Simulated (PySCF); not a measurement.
A structure optimised at B3LYP-D3(BJ)/def2-SVP, used in a PySCF frequency run:

```
C
C 1 1.3378
H 1 1.0941 2 115.72
C 1 1.4953 3 117.89 2 180.00
H 4 1.0977 1 111.85 3 -180.00
H 4 1.1034 5 108.49 1 122.22
H 4 1.1034 5 108.49 6 115.55
Cl 2 1.7413 1 122.27 3 0.00
Cl 2 1.7422 1 123.76 3 180.00
```
Charge 0, spin multiplicity 1.

Task: Write its SMILES, formula and point group.

Result: CC=C(Cl)Cl, C3H4Cl2, Cs

Task: What are its rotational constants (standard atomic weights)?

Result: 3.9090, 2.3630, 1.4864 GHz
